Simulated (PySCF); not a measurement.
**Electron correlation in F²⁺ (fluorine, charge +2)**

[He] 2s2 2p3, high-spin 4S determinant. All numbers are calculated (PySCF 2.14, the non-relativistic Hamiltonian (point nucleus), in def2-SVP). Frozen: 1s2; 5 electrons correlated.

MP2 pair energies summed by pair of shells (mhartree):

```json
{"pair": "2s-2p", "energy": "-43.79", "share (%)": "68.2"}
{"pair": "2p-2p", "energy": "-14.12", "share (%)": "22.0"}
{"pair": "2s-2s", "energy": "-6.30", "share (%)": "9.8"}
```

Total MP2 correlation energy: -64.21 mhartree.

Same-spin part -16.14 and opposite-spin part -48.07 mhartree; SCS-MP2 scales them by 1/3 and 6/5 to -63.07 mhartree.

```csv
level,correlation energy (mhartree)
CCSD,-78.31
(T),-0.39
CCSD(T),-78.70
```

Diagnostics: T1 = 0.0031, D1 = 0.0051, largest double amplitude 0.035.

Cost of the coupled-cluster step: 0.05 s of wall time on 1 thread of Neoverse-V2 (shared host), for 5 correlated electrons.
